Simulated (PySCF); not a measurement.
H2OTe, SMILES O[TeH]. Geometry: PBE0-D3(BJ)/def2-TZVP. The def2 effective core potentials stand for the cores of Te; spin–orbit coupling is left out.

Problem. Give the equilibrium geometry at PBE0-D3(BJ)/def2-TZVP (PySCF confirms it by a frequency run) as Cartesian coordinates in Å. (An estimate is asked for; the answer gives what the named calculation found.)

Solution. 
```xyz
4

Te    -0.1824    -0.0469     0.2190
H     -1.4105    -0.3562    -0.8649
O      1.2106     0.2073    -1.1412
H      1.2091     1.1348    -1.3949
```
Charge 0, spin multiplicity 1.
